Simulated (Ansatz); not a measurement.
Molecule: C₃H₁₁ClSi₂ (charge 0, singlet). 
Geometry from a B3LYP-D3(BJ)/def2-TZVP (Ansatz, a quantum-chemistry and plane-wave program) optimisation:
```xyz
17

C      2.7038    -0.7468     0.1820
Si     1.1829    -1.0681    -0.8771
Si    -0.7062    -0.0537     0.0679
C     -1.0934    -0.7326     1.7693
C     -2.2128    -0.1228    -1.0384
Cl    -0.1957     1.9685     0.3137
H      2.5816    -1.1784     1.1771
H      3.5977    -1.1813    -0.2682
H      2.8634     0.3264     0.2970
H      0.9419    -2.5321    -1.0004
H      1.3823    -0.5342    -2.2493
H     -1.9286    -0.1920     2.2193
H     -0.2336    -0.6437     2.4347
H     -1.3652    -1.7891     1.7015
H     -3.0485     0.4153    -0.5864
H     -2.0056     0.3225    -2.0122
H     -2.5180    -1.1605    -1.1955
```

Wanted: vertical triplet-singlet gap (E(triplet) - E(singlet); each state is the SCF solution reached for its spin), in kcal/mol. Valence correlation only, unless marked. Open shells are spin-unrestricted. No spin-orbit coupling. No relativistic terms. 

```csv
level,program,vertical triplet-singlet gap (kcal/mol)
SVWN5/def2-TZVPD,Ansatz,119.6
r2SCAN/def2-TZVPD,Ansatz,123.1
B2PLYP/def2-TZVPD,Ansatz,132.6
MP2/aug-cc-pV(D+d)Z,Ansatz,138.7
RI-MP2/aug-cc-pV(T+d)Z,Ansatz,137.7
CCSD/aug-cc-pV(D+d)Z,Ansatz,137.7
```
